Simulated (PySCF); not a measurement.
Species: H₁₂OSi₆.
Cartesian coordinates in Å at the PBE0-D3(BJ)/def2-SVP level; atoms count from 1:
```
atom  x, y, z in Å
Si1   -2.3298    0.3826    1.3264
O2    -2.2181    0.0960   -0.3047
Si3   -1.0657   -0.1387   -1.4924
Si4    0.2863   -1.9940   -0.9528
Si5    1.7021   -1.1998    0.7622
Si6    1.6702    1.1595    0.5661
Si7    0.5247    1.5982   -1.4441
H8    -1.9911    1.8060    1.6253
H9    -3.7233    0.0929    1.7628
H10   -1.3745   -0.5032    2.0635
H11   -1.7827   -0.2792   -2.7938
H12    1.1327   -2.3123   -2.1487
H13   -0.4827   -3.2141   -0.5551
H14    3.0923   -1.7316    0.6059
H15    1.1836   -1.6049    2.1061
H16    3.0446    1.7490    0.5950
H17    0.8821    1.7295    1.7056
H18   -0.0457    2.9793   -1.5085
H19    1.4671    1.3930   -2.5920
```

The calculation used TDDFT CAM-B3LYP/def2-SVPD, vertical, gas phase, core orbitals frozen in the response in PySCF.

Ground-to-excited transition dipoles (e·a0, same axes as the geometry; the sign carries no meaning), for the states with f of 0.002 or more among the lowest 8:

```json
{"state": "S1", "E (eV)": "4.971", "μx": "0.033", "μy": "0.211", "μz": "-0.003"}
{"state": "S2", "E (eV)": "5.527", "μx": "0.136", "μy": "-0.024", "μz": "0.138"}
{"state": "S4", "E (eV)": "6.215", "μx": "-0.128", "μy": "-0.031", "μz": "-0.123"}
{"state": "S5", "E (eV)": "6.301", "μx": "-0.028", "μy": "-0.196", "μz": "0.049"}
{"state": "S6", "E (eV)": "6.419", "μx": "0.063", "μy": "0.090", "μz": "-0.055"}
{"state": "S7", "E (eV)": "6.526", "μx": "-0.190", "μy": "0.315", "μz": "-0.001"}
{"state": "S8", "E (eV)": "6.570", "μx": "-0.011", "μy": "0.012", "μz": "0.235"}
```

Problem. Work out the oscillator strengths.

Solution. f = (2/3) ΔE |μ|² with ΔE in hartree (27.2114 eV).

```json
{"state": "S1", "|μ|² (au)": "0.045", "|μ| (D)": "0.54", "f": "0.006"}
{"state": "S2", "|μ|² (au)": "0.038", "|μ| (D)": "0.50", "f": "0.005"}
{"state": "S4", "|μ|² (au)": "0.032", "|μ| (D)": "0.46", "f": "0.005"}
{"state": "S5", "|μ|² (au)": "0.042", "|μ| (D)": "0.52", "f": "0.006"}
{"state": "S6", "|μ|² (au)": "0.015", "|μ| (D)": "0.31", "f": "0.002"}
{"state": "S7", "|μ|² (au)": "0.136", "|μ| (D)": "0.94", "f": "0.022"}
{"state": "S8", "|μ|² (au)": "0.056", "|μ| (D)": "0.60", "f": "0.009"}
```

Problem. Which bond between heavy atoms lies closest to the direction of the S7 transition dipole?

Solution. Si3–Si4, at 14° from it; next Si5–Si6 at 31°.

All these states lie below the vertical ionisation energy of 8.96 eV (ΔSCF).

The run took 9.1 min wall (grids of density and orbitals included) on Arm Neoverse V1, one thread, on a shared host, and the process peaked at 1.3 GiB of memory.

One conformer stands for the species.
